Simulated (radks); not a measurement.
The numbers below are computed, except where a source is named.
Problem. Coherent X-ray form factor from a spherical all-electron density. Level of theory: scalar-relativistic Kohn-Sham, r2SCAN, spin-polarised, spherical densities, finite nucleus; meta-GGA in the generalised Kohn-Sham scheme; Fermi nuclear charge, rms radius of each element as measured or else 0.836 A^(1/3) + 0.57 fm (a radial shooting solver on a logarithmic mesh with Libxc functionals).

| sin(theta)/lambda (1/angstrom) | f0 (electrons) |
|---|---|
| 0.05 | 64.457 |
| 0.1 | 62.897 |
| 0.15 | 60.512 |
| 0.2 | 57.560 |
| 0.25 | 54.313 |
| 0.3 | 51.002 |
| 0.4 | 44.785 |
| 0.5 | 39.489 |
| 0.6 | 35.070 |
| 0.8 | 28.125 |
| 1 | 23.068 |
| 1.25 | 18.884 |
| 1.5 | 16.286 |
| 2 | 12.806 |

The species is in the configuration that NIST lists as its ground one. Which atom or ion scatters so?

Solution. The thulium ion Tm4+, [Xe] 4f11. Extrapolating in s^2 from the first two rows gives f0(0) = 65.0, near the electron count 65; among species with that count, the fall with angle is slower the higher Z, and the table is that of Z = 69; from so few rows the species is fixed only to a neighbour or two.
